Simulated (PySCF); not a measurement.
Job for PySCF: R-BP86/6-31G* on F2H2Si (SMILES F[SiH2]F), a point of a bond scan (R = 2.785 Å).

```python
from pyscf import gto, scf, dft, mp
from pyscf.data.elements import chemcore

mol = gto.M(
    atom='''
    Si    0.22395286   -0.14590633    0.36051960
    F    -1.73450679   -1.55459112   -1.03171509
    F     0.40909919    1.26754447   -0.34742940
    H     1.48976880   -0.88621093    0.26168676
    H    -0.25049912    0.07882097    1.73329117
    ''',
    basis='6-31g*',
    cart=True,
    charge=0, spin=0, verbose=3, max_memory=1800)
mf = dft.RKS(mol, xc='b88,p86')
mf.conv_tol = 1e-8
mf.max_cycle = 100
mf.kernel()
if not mf.converged:
    mf = mf.newton().run(mf.mo_coeff, mf.mo_occ)
```

Output:

```
converged SCF energy = -490.315040806493
```

Self-consistency was reached.

Cost: about 6 core-seconds (a rough figure).
